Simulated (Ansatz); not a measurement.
Molecule: CH6BO2Si, charge 0, multiplicity 2. It need not be the lowest isomer of its formula. 
Coordinates optimised at B3LYP-D3(BJ)/def2-TZVP (Ansatz, an electronic-structure program):
```
Si
H 1 1.4857
H 1 1.4857 2 108.53
C 1 1.8482 2 109.42 3 -119.34
H 4 1.0848 1 122.85 2 149.65
H 4 1.0848 5 114.29 1 -179.53
B 1 2.0441 2 109.71 3 119.86
O 7 1.3599 1 119.01 2 -59.57
H 8 0.9671 7 112.99 1 180.00
O 7 1.3693 8 118.32 9 0.00
H 10 0.9625 7 113.47 8 180.00
```
Charge 0, spin multiplicity 2.

Total electronic energies in hartree. Correlated levels leave the core frozen unless marked. UHF or UKS for open shells. No spin-orbit coupling. Non-relativistic. CBS(X,Y): correlation extrapolated as X^-3; Hartree-Fock from the larger set.

```csv
level,program,energy (Eh)
HF/cc-pVTZ,Ansatz,-504.86770
HF/cc-pV(Q+d)Z,Ansatz,-504.89058
RI-HF/cc-pV(T+d)Z,Ansatz,-504.87077
BLYP-D3(BJ)/def2-TZVPD,Ansatz + dftd3,-506.60347
r2SCAN-D3(BJ)/def2-TZVPD,Ansatz + dftd3,-506.51368
B3LYP-D4/def2-TZVPD,Ansatz + dftd4,-506.69444
B3LYP/def2-TZVPD,Ansatz,-506.68217
PBE0/STO-3G,Ansatz,-499.95824
PBE0/def2-SVP,Ansatz,-505.92671
r2SCANh-D4/def2-TZVPD,Ansatz + dftd4,-506.50097
HSE06/def2-TZVPD,Ansatz,-506.26445
B2PLYP-D4/def2-TZVPD,Ansatz + dftd4,-506.37022
MP2/cc-pVTZ,Ansatz,-505.71153
MP2/cc-pwCVTZ,Ansatz,-505.73125
"MP2/CBS(cc-pV(T+d)Z,cc-pV(Q+d)Z)",Ansatz,-505.8442
"RI-MP2/CBS(cc-pV(T+d)Z,cc-pV(Q+d)Z)",Ansatz,-505.8438
CCSD/STO-3G,Ansatz,-498.86060
CCSD/6-31G,Ansatz,-505.06881
CCSD/cc-pV(T+d)Z,Ansatz,-505.75785
CCSD/cc-pwCVTZ,Ansatz,-505.77231
CCSD(T)/cc-pwCVTZ,Ansatz,-505.80622
CCSD(T) with core electrons (1s frozen past Ne)/cc-pwCVTZ,Ansatz,-506.26535
"CCSD(T)/CBS(cc-pV(T+d)Z,cc-pV(Q+d)Z)",Ansatz,-505.9117
```

Totals of different functionals don't rank their quality; only differences between species are comparable.
